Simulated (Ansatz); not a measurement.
Consider the atomization: `CCOBCl` → B• + 2 C• + Cl• + 6 H• + O•.

Calculated with Ansatz (gas phase, PBE0-D4/def2-TZVP geometries, no zero-point term in ΔE). CCSD(T)/CBS adds triple-zeta CCSD(T) − MP2 to the extrapolated MP2 energy (def2 sets, frozen cores). This one scheme is used for every species, atoms too. DFT in def2-TZVPP. No spin–orbit coupling; open shells (•) take unrestricted orbitals. Spin–orbit coupling would lower the free atoms: a little for B, C, Cl, O. One conformer a species, not always the lowest.

`CCOBCl`:

Z-matrix (Å, degrees):
```
C
C 1 1.508
H 1 1.092 2 110.9
H 1 1.092 2 110.0 3 -119.8
H 1 1.091 2 110.6 3 120.3
O 2 1.425 1 110.1 3 -63.5
H 2 1.093 1 110.8 3 178.7
H 2 1.095 1 111.2 3 58.3
B 6 1.333 2 121.7 1 114.3
Cl 9 1.757 6 118.4 2 -179.2
H 9 1.196 6 122.8 2 0.8
```

```tsv
level	ΔE (kJ/mol)
revPBE	4237.5
r2SCANh	4313.9
```

Task: What does CCSD(T)/CBS give? (Best estimate.)

Result: Computed: +4310.5 kJ/mol. The listed levels differ from it by -73.0, 3.4 kJ/mol.

Largest T1 diagnostic among the species: 0.014.

From BLYP to BHLYP (50 % exact exchange), in def2-TZVPP and without D4, ΔE moves by −77.6 kJ/mol: exact exchange takes away binding that semilocal exchange gives to molecules. Leaving LDA and LC-ωPBE aside and taking each functional with its dispersion term where it has one, the values, not all of them listed here, spread over 201.3 kJ/mol, from BHLYP-D4 to PBE-D4. LDA lies +543.1 kJ/mol from PBE without D4, its usual overbinding. At CCSD(T), def2-SVP lies −167.0 kJ/mol from the extrapolated value and def2-TZVPP −96.2 kJ/mol: correlation converges slowly with the basis, and small sets miss more of it in the bonded molecule than in its fragments.

For atomizations the MP2-based limit and the directly extrapolated one differ by several kJ/mol either way, and by 10 to 25 for some Ge, Se and Sn compounds, so smaller differences from it don't rank the levels.
